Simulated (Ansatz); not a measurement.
C3H3 (SMILES [C]#CC) moved off its minimum; all values from Ansatz (an electronic-structure program), cores frozen in correlated methods. Open shells are unrestricted.
(charge 0, multiplicity 2)
```xyz
6

C      1.6374     0.2210    -0.0988
C      0.2518     0.0889     0.0745
C     -1.3100     0.0735     0.0883
H     -1.5299    -0.6777    -0.7726
H     -1.2517    -0.2290     0.9547
H     -1.6537     1.1306    -0.2074
```

Forces at r2SCAN/def2-TZVPP (eV/Å):

```tsv
atom	Fx	Fy	Fz
C1	-5.758	-0.613	0.709
C2	4.310	1.116	-1.335
C3	3.326	3.399	-11.679
H4	-0.304	1.044	1.954
H5	-1.712	-3.221	9.295
H6	0.139	-1.725	1.055
```

Q: Give the forces (eV/Å), the total energy and the dipole at MP2/cc-pVTZ.

A: 
```csv
atom,Fx,Fy,Fz
C1,-10.735,-1.360,1.809
C2,9.038,2.159,-3.054
C3,3.477,3.271,-11.407
H4,-0.156,1.112,2.117
H5,-1.926,-3.299,9.415
H6,0.302,-1.884,1.121
```
Energy -115.5640 hartree, dipole 4.27 D.

Doubts at one or more of the structures used: a spin-contaminated determinant (MP2/cc-pVTZ).
